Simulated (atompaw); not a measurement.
In: one change to a PAW (atompaw) potential, before and after

atompaw 4.2.0.5 input, output lines left out:

```
In 49
LDA-PW scalarrelativistic loggrid 1500 logderivrange -11 5 401
5 5 4 0 0 0
5 1 1
0 0 0
c
c
c
v
v
c
c
v
v
c
v
2
1.60 1.45 1.05 1.15
n
n
y
-0.95
n
bloechl gaussian
bessel
```

Change: wave 4d channel at -0.95 Ry becomes 4d channel at 2.36 Ry.

Cutoffs: the cutoffs (Ry, on a coarse ladder) from which the occupation-weighted sum of valence levels, in a spherical-Bessel basis at the reference potential, stays within 10 and 1 mRy of its value at 400 Ry; they do not see the model core or the augmentation charge, which bear on the density cutoff.

Question: What does the change do?

Answer: The potential gets neither clearly harder nor softer (70 Ry and 80 Ry → 70 Ry and 90 Ry); the range in which the d phases agree widens (upper end 1.2 → at the end of the scan); neither file shows a bound ghost.

| quantity | base | changed |
| --- | --- | --- |
| cutoff, loose | 70 Ry | 70 Ry |
| cutoff, tight | 80 Ry | 90 Ry |
| loose cutoff by channel (10 mRy a level) | s 35 Ry, p 45 Ry, d 50 Ry | s 35 Ry, p 45 Ry, d 55 Ry |
| bound ghosts | none | none |
| s: phases at 1.60 bohr within 0.05 rad from the reference energy up to (Ry; the scan ends near 5) | to the end of the scan | to the end of the scan |
| p: phases at 1.60 bohr within 0.05 rad from the reference energy up to (Ry; the scan ends near 5) | to the end of the scan | to the end of the scan |
| d: phases at 1.60 bohr within 0.05 rad from the reference energy up to (Ry; the scan ends near 5) | 1.2 | to the end of the scan |
| lowest overlap eigenvalue by channel | s 0.44, p 0.70, d 0.00 | s 0.44, p 0.70, d 1.00 |

 The cutoffs see the waves, projectors and local potential, not the compensation charge or the core.
